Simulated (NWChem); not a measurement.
System: C3H6BN; SMILES C1B(N)C=C1

Excerpt of the output:

```
             Northwest Computational Chemistry Package (NWChem) 7.3.0
             --------------------------------------------------------

                             Geometry "geometry" -> ""
                             -------------------------

 Output coordinates in angstroms (scale by  1.889725989 to convert to a.u.)

  No.       Tag          Charge          X              Y              Z
 ---- ---------------- ---------- -------------- -------------- --------------
    1 N                    7.0000     0.03400200    -1.91679400    -0.00049800
    2 B                    5.0000     0.04056300    -0.52568300     0.00079800
    3 C                    6.0000     1.11847700     0.60256200     0.00065600
    4 C                    6.0000     0.11144900     1.50603500    -0.00090600
    5 C                    6.0000    -1.11242400     0.60467800     0.00050300
    6 H                    1.0000    -0.81816500    -2.46098000    -0.00103000
    7 H                    1.0000     0.87891500    -2.47253400    -0.00092200
    8 H                    1.0000     2.19733200     0.77924300     0.00064700
    9 H                    1.0000     0.14614300     2.60636400    -0.00290000
   10 H                    1.0000    -1.75447300     0.69270300     0.89432300
   11 H                    1.0000    -1.75601800     0.69119500    -0.89235900

 Effective nuclear repulsion energy (a.u.)     146.5248165335

                                 NWChem DFT Module
                                 -----------------

 Summary of "ao basis" -> "ao basis" (spherical)
 ------------------------------------------------------------------------------
       Tag                 Description            Shells   Functions and Types
 ---------------- ------------------------------  ------  ---------------------
 N                          def2-svp                 6       14   3s2p1d
 B                          def2-svp                 6       14   3s2p1d
 C                          def2-svp                 6       14   3s2p1d
 H                          def2-svp                 3        5   2s1p

            General Information
            -------------------
          SCF calculation type: DFT
          Wavefunction type:  closed shell.
          No. of atoms     :    11
          No. of electrons :    36
           Alpha electrons :    18
            Beta electrons :    18
          Charge           :     0
          Spin multiplicity:     1
          Use of symmetry is: off; symmetry adaption is: off
          Maximum number of iterations: 150
          AO basis - number of functions:   100
                     number of shells:    48
          Convergence on energy requested:  1.00D-06
          Convergence on density requested:  1.00D-05
          Convergence on gradient requested:  5.00D-04

              XC Information
              --------------
                         B3LYP Method XC Potential
                     Hartree-Fock (Exact) Exchange  0.200
                        Slater Exchange Functional  0.800 local
                    Becke 1988 Exchange Functional  0.720 non-local
              Lee-Yang-Parr Correlation Functional  0.810
                  VWN I RPA Correlation Functional  0.190 local

             Grid Information
             ----------------
          Grid used for XC integration:  medium
          Radial quadrature: Mura-Knowles
          Angular quadrature: Lebedev.
          Tag              B.-S. Rad. Rad. Pts. Rad. Cut. Ang. Pts.
          ---              ---------- --------- --------- ---------
          N                   0.65       49          11.0       434
          B                   0.85       49          10.0       434
          C                   0.70       49          11.0       434
          H                   0.35       45          12.0       434
          Grid pruning is: on
          Number of quadrature shells:   515
          Spatial weights used:  Erf1

      Superposition of Atomic Density Guess
      -------------------------------------

 Sum of atomic energies:        -194.61828190

      Non-variational initial energy
      ------------------------------

 Total energy =    -197.931401
 1-e energy   =    -549.923090
 2-e energy   =     205.466872
 HOMO         =      -0.323950
 LUMO         =      -0.025679

     ---------------------------------------------
      Total Density - Mulliken Population Analysis
     ---------------------------------------------

    Atom       Charge   Shell Charges
 -----------   ------   -------------------------------------------------------
    1 N    7     7.42   1.99  1.02  0.34  2.59  1.47  0.01
    2 B    5     4.87   1.99  0.92  0.18  1.34  0.31  0.13
    3 C    6     6.27   1.99  1.00  0.31  2.05  0.89  0.03
    4 C    6     6.02   1.99  0.98  0.36  1.83  0.81  0.04
    5 C    6     6.35   1.99  0.98  0.21  2.09  1.05  0.03
    6 H    1     0.75   0.59  0.11  0.05
    7 H    1     0.75   0.59  0.11  0.05
    8 H    1     0.91   0.66  0.22  0.03
    9 H    1     0.91   0.67  0.22  0.02
   10 H    1     0.87   0.66  0.19  0.03
   11 H    1     0.88   0.66  0.19  0.03

   convergence    iter        energy       DeltaE   RMS-Dens  Diis-err
 ---------------- ----- ----------------- --------- --------- ---------
 d= 0,ls=0.0,diis     1   -197.3333220465 -3.44D+02  9.14D-03  4.50D-01
 d= 0,ls=0.0,diis     2   -197.3600286231 -2.67D-02  4.75D-03  2.72D-01
 d= 0,ls=0.0,diis     3   -197.3802464692 -2.02D-02  2.20D-03  9.70D-02
 d= 0,ls=0.0,diis     4   -197.3919411490 -1.17D-02  5.77D-04  6.42D-03
 d= 0,ls=0.0,diis     5   -197.3927656221 -8.24D-04  1.05D-04  1.78D-04
  Resetting Diis
 d= 0,ls=0.0,diis     6   -197.3927818106 -1.62D-05  4.63D-05  4.00D-05
 d= 0,ls=0.0,diis     7   -197.3927869744 -5.16D-06  1.21D-05  7.08D-07
 d= 0,ls=0.0,diis     8   -197.3927868881  8.63D-08  7.13D-06  1.44D-06

         Total DFT energy =     -197.392786888062
      One electron energy =     -555.203246553257
           Coulomb energy =      240.766026176583
    Exchange-Corr. energy =      -29.480383044918
 Nuclear repulsion energy =      146.524816533530

 Numeric. integr. density =       35.999997372496

                       DFT Final Molecular Orbital Analysis
                       ------------------------------------

 Vector   16  Occ=2.000000D+00  E=-2.961050D-01
              MO Center= -5.8D-02, -1.3D+00, -1.1D-04, r^2= 2.2D+00
   Bfn.  Coefficient  Atom+Function         Bfn.  Coefficient  Atom+Function
  ----- ------------  ---------------      ----- ------------  ---------------
     6      0.496199   1 N  pz                9     -0.375002   1 N  pz
    20      0.213936   2 B  pz               62      0.134563   5 C  pz
    23     -0.133479   2 B  pz               34     -0.126079   3 C  pz
    91      0.119668  10 H  s                96     -0.119405  11 H  s
    65      0.077479   5 C  pz               92      0.070335  10 H  s

 Vector   17  Occ=2.000000D+00  E=-2.869014D-01
              MO Center= -4.7D-01,  2.0D-01,  4.3D-04, r^2= 2.2D+00
   Bfn.  Coefficient  Atom+Function         Bfn.  Coefficient  Atom+Function
  ----- ------------  ---------------      ----- ------------  ---------------
    61     -0.365947   5 C  py               18      0.350122   2 B  px
    60      0.213027   5 C  px               64     -0.191850   5 C  py
    32      0.155903   3 C  px               59      0.137753   5 C  s
    81      0.122259   8 H  s                19     -0.119515   2 B  py
    31     -0.118029   3 C  s                33      0.116585   3 C  py

 Vector   18  Occ=2.000000D+00  E=-2.502649D-01
              MO Center=  3.0D-01,  5.6D-01,  1.5D-04, r^2= 2.9D+00
   Bfn.  Coefficient  Atom+Function         Bfn.  Coefficient  Atom+Function
  ----- ------------  ---------------      ----- ------------  ---------------
    34      0.364979   3 C  pz               48      0.352828   4 C  pz
    37      0.263782   3 C  pz               51      0.243780   4 C  pz
     6      0.230406   1 N  pz                9     -0.189045   1 N  pz
    91     -0.143763  10 H  s                96      0.143657  11 H  s
    62     -0.127474   5 C  pz               92     -0.111404  10 H  s

 Vector   19  Occ=0.000000D+00  E=-7.947906D-03
              MO Center=  3.4D-01,  6.1D-01,  2.3D-04, r^2= 2.8D+00
   Bfn.  Coefficient  Atom+Function         Bfn.  Coefficient  Atom+Function
  ----- ------------  ---------------      ----- ------------  ---------------
    51      0.583249   4 C  pz               48      0.437064   4 C  pz
    37     -0.391063   3 C  pz               20      0.295306   2 B  pz
    23     -0.295035   2 B  pz               34     -0.277726   3 C  pz
     9      0.229592   1 N  pz                6     -0.192530   1 N  pz
    65     -0.043481   5 C  pz               91     -0.034220  10 H  s

 Vector   20  Occ=0.000000D+00  E= 5.487019D-02
              MO Center= -4.5D-02, -2.2D+00, -6.1D-04, r^2= 4.8D+00
   Bfn.  Coefficient  Atom+Function         Bfn.  Coefficient  Atom+Function
  ----- ------------  ---------------      ----- ------------  ---------------
     3      1.315352   1 N  s                72     -0.947194   6 H  s
    77     -0.938928   7 H  s                59      0.933620   5 C  s
    17     -0.846874   2 B  s                31      0.563019   3 C  s
    45     -0.527549   4 C  s                 8     -0.296106   1 N  py
    22     -0.292354   2 B  py               87      0.250142   9 H  s

 Vector   21  Occ=0.000000D+00  E= 8.679283D-02
              MO Center= -1.7D-01,  5.5D-02,  2.6D-03, r^2= 3.7D+00
   Bfn.  Coefficient  Atom+Function         Bfn.  Coefficient  Atom+Function
  ----- ------------  ---------------      ----- ------------  ---------------
    92      0.712750  10 H  s                97     -0.705377  11 H  s
    23     -0.568005   2 B  pz               37      0.534575   3 C  pz
    20      0.458482   2 B  pz               65     -0.455586   5 C  pz
    34      0.334844   3 C  pz                9      0.292157   1 N  pz
     6     -0.207858   1 N  pz               91      0.173557  10 H  s

     ---------------------------------------------
      Total Density - Mulliken Population Analysis
     ---------------------------------------------

    Atom       Charge   Shell Charges
 -----------   ------   -------------------------------------------------------
    1 N    7     7.02   1.99  0.99  0.29  2.50  1.25  0.01
    2 B    5     5.20   1.98  0.84  0.17  1.62  0.48  0.12
    3 C    6     5.95   1.99  0.92  0.24  2.07  0.70  0.03
    4 C    6     6.10   1.99  0.94  0.37  2.03  0.74  0.04
    5 C    6     5.97   1.98  0.91  0.11  2.13  0.80  0.03
    6 H    1     0.88   0.72  0.11  0.05
    7 H    1     0.88   0.72  0.11  0.05
    8 H    1     1.02   0.75  0.24  0.02
    9 H    1     1.01   0.75  0.24  0.02
   10 H    1     0.99   0.74  0.22  0.02
   11 H    1     0.99   0.74  0.22  0.02

     -------------------------------------------
      Total Density - Lowdin Population Analysis
     -------------------------------------------

    Atom       Charge   Shell Charges
 -----------   ------   -------------------------------------------------------
    1 N    7     6.96   1.97  0.67  0.39  2.25  1.65  0.03
    2 B    5     5.15   1.96  0.50  0.22  1.48  0.69  0.30
    3 C    6     6.08   1.97  0.61  0.32  1.88  1.23  0.07
    4 C    6     5.95   1.97  0.62  0.30  1.83  1.13  0.10
    5 C    6     6.10   1.96  0.58  0.30  1.92  1.26  0.07
    6 H    1     0.92   0.60  0.20  0.12
    7 H    1     0.92   0.60  0.20  0.12
    8 H    1     0.99   0.63  0.28  0.07
    9 H    1     0.99   0.64  0.29  0.07
   10 H    1     0.98   0.64  0.27  0.07
   11 H    1     0.98   0.64  0.27  0.07

     Multipole analysis of the density
     ---------------------------------

     L   x y z        total         alpha         beta         nuclear
     -   - - -        -----         -----         ----         -------
     0   0 0 0     -0.000000    -18.000000    -18.000000     36.000000

     1   1 0 0     -0.006611     -0.040698     -0.040698      0.074786
     1   0 1 0     -0.651644     -0.391649     -0.391649      0.131653
     1   0 0 1     -0.000804     -0.000195     -0.000195     -0.000414

     2   2 0 0    -21.762742    -59.938865    -59.938865     98.114987
     2   1 1 0     -0.035787      0.059928      0.059928     -0.155644
     2   1 0 1     -0.000288      0.000846      0.000846     -0.001980
     2   0 2 0    -17.778504   -126.036843   -126.036843    234.295183
     2   0 1 1      0.001392     -0.001198     -0.001198      0.003788
     2   0 0 2    -23.973013    -14.836471    -14.836471      5.699929

                     NWChem Electrostatic Potential Fit Module
                     -----------------------------------------

 Atom parameters

 Number of atoms is                                   11
 Number of basis functions is                        100

 Grid parameters

 Maximum number of grid points is                  43033
 Number of grid points is                          43032
 Grid range                                     0.300000 nm
 Grid spacing                                   0.020000 nm
 Probe radius                                   0.070000 nm
 Atom radius factor                             1.000000

 Atomic radii

    1    0.100000
    5    0.158000
    6    0.147000
    7    0.140000
 FASTESP  F
  using M.O. file = ./job.movecs

    Atom              Coordinates                           Charge

                                                  ESP

    1 N     0.003400   -0.191679   -0.000050   -0.773963
    2 B     0.004056   -0.052568    0.000080    0.360097
    3 C     0.111848    0.060256    0.000066   -0.323568
    4 C     0.011145    0.150604   -0.000091    0.026672
    5 C    -0.111242    0.060468    0.000050   -0.122001
    6 H    -0.081817   -0.246098   -0.000103    0.318332
    7 H     0.087892   -0.247253   -0.000092    0.337412
    8 H     0.219733    0.077924    0.000065    0.107481
    9 H     0.014614    0.260636   -0.000290    0.045390
   10 H    -0.175447    0.069270    0.089432    0.012163
   11 H    -0.175602    0.069120   -0.089236    0.011986
                                            ------------
                                               -0.000000

 Dipole moment                                  0.629749

 Quadrupole moment Qxx                          0.817222
                   Qyy                          3.640598
                   Qzz                         -4.457820

 RMS deviation kJ/mol                           0.054607

 RRMS %                                        36.976273
```

Level: B3LYP/def2-SVP. All runs use the structure optimised with PBE0/def2-SVP.

Reconstruct the input file.

Several could match; the one computed here: the input that was run:
```
start job
memory heap 200 mb stack 900 mb global 1100 mb
geometry units angstroms noautosym nocenter noautoz
  N      0.034002    -1.916794    -0.000498
  B      0.040563    -0.525683     0.000798
  C      1.118477     0.602562     0.000656
  C      0.111449     1.506035    -0.000906
  C     -1.112424     0.604678     0.000503
  H     -0.818165    -2.460980    -0.001030
  H      0.878915    -2.472534    -0.000922
  H      2.197332     0.779243     0.000647
  H      0.146143     2.606364    -0.002900
  H     -1.754473     0.692703     0.894323
  H     -1.756018     0.691195    -0.892359
end
basis spherical
  N library def2-svp
  B library def2-svp
  C library def2-svp
  H library def2-svp
end
dft
  xc b3lyp
  iterations 150
  mulliken
end
task dft energy
esp
  recalculate
  probe 0.07
  range 0.3
  factor 1.0
  spacing 0.02
end
task esp
```
